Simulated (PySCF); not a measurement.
Job file and geometry (Å, from PBE0-D3(BJ)/def2-SVP) of an NMR shielding run on `C=[N][GeH2][AsH2]`, CH6AsGeN, GIAO PBE0/pcSseg-1 NMR shielding, non-relativistic, gas phase in PySCF 2.14.0, density-fitted response routines; density fitting, a coarse starting grid and PySCF grid level 2 are the driver's defaults:

```
{"job": {"kind": "nmr", "xc": "PBE0", "basis": "pcSseg-1"}, "charge": 0, "multiplicity": 1}
C      1.402875    -0.906251     0.332093
N      1.401555     0.354234     0.293292
Ge    -0.144735     1.355725     0.015441
As    -2.191974     0.096857    -0.350952
H      2.352756    -1.446930     0.503554
H      0.507297    -1.553281     0.205729
H      0.128660     2.234077    -1.217578
H     -0.312052     2.244400     1.259979
H     -1.516790    -0.835845    -1.352601
H     -1.904713    -0.847622     0.813370
```

Problem. Write the output of this run.

Solution. 
```
coarse grid: 39880 points
cycle   1  E = -4408.1348482722  dE = -1.349e+00  |g| = 1.104e+00  |ddm| = 3.008e+00
cycle   2  E = -4408.0559944768  dE =  7.885e-02  |g| = 1.129e+00  |ddm| = 1.085e+00
cycle   3  E = -4408.1844082351  dE = -1.284e-01  |g| = 3.492e-01  |ddm| = 8.948e-01
cycle   4  E = -4408.2083986690  dE = -2.399e-02  |g| = 1.065e-01  |ddm| = 2.841e-01
cycle   5  E = -4408.2102964412  dE = -1.898e-03  |g| = 2.017e-02  |ddm| = 8.343e-02
cycle   6  E = -4408.2103673848  dE = -7.094e-05  |g| = 3.342e-03  |ddm| = 1.727e-02
cycle   7  E = -4408.2103694114  dE = -2.027e-06  |g| = 8.839e-04  |ddm| = 3.849e-03
final grid: 80544 points
cycle   8  E = -4408.2103317839  dE = -5.131e-08  |g| = 1.016e-03  |ddm| = 3.040e-03
cycle   9  E = -4408.2103316206  dE =  1.633e-07  |g| = 1.351e-03  |ddm| = 2.179e-03
cycle  10  E = -4408.2103320217  dE = -4.011e-07  |g| = 2.893e-04  |ddm| = 1.248e-03
cycle  11  E = -4408.2103320403  dE = -1.860e-08  |g| = 3.642e-05  |ddm| = 2.185e-04
cycle  12  E = -4408.2103320405  dE = -2.474e-10  |g| = 9.149e-06  |ddm| = 3.823e-05
converged SCF energy = -4408.2103320405

GIAO shielding tensors (ppm)
atom      isotropic    diamagn.    paramagn.     s11        s22        s33       span
  0 C       10.645     254.640    -243.995    -92.870      1.967    122.838    215.708
  1 N     -162.074     330.665    -492.739   -581.411   -195.006    290.195    871.605
  2 Ge    1403.534    2755.553   -1352.019   1164.851   1465.395   1580.356    415.505
  3 As    2008.604    2878.073    -869.469   1784.654   1932.927   2308.232    523.578
  4 H       22.528      27.967      -5.440     21.132     22.650     23.801      2.669
  5 H       22.847      31.987      -9.141     20.763     21.341     26.436      5.673
  6 H       25.933      27.971      -2.038     19.494     21.582     36.723     17.229
  7 H       25.960      27.923      -1.963     19.575     21.568     36.737     17.162
  8 H       29.399      29.732      -0.332     22.342     24.007     41.849     19.508
  9 H       29.300      29.696      -0.397     22.232     24.018     41.649     19.416
```

Problem. Turn these shieldings into chemical shifts. δ = σ(ref) − σ, references computed at the same level: ¹³C (184.41 ppm) and ¹H (31.27 ppm) vs TMS; NH3 for ¹⁵N (265.67 ppm); ⁷³Ge (1330.28 ppm) against GeMe4; AsH3 for ⁷⁵As (1910.42 ppm).

Solution. Averaging equivalent atoms: C 0: 173.8; N 1: 427.7; Ge 2: -73; As 3: -98; H 4: 8.74; H 5: 8.42; H 6/7: 5.32; H 8/9: 1.92 ppm. Experimental scales use liquid or dissolved standards, which lie at an offset from isolated NH3 (liquid NH3: subtract about 20 ppm). Unscaled 15N shifts of sp2 nitrogen come out 20 to 40 ppm too high even then.

Relativistic effects, spin–orbit coupling among them, are left out; they matter for As, Ge and for the light atoms bonded to it.

Size and cost of the density-fitted run: 146 basis functions, 16 s wall time on 1 thread of an x86-64 server CPU, shared host.
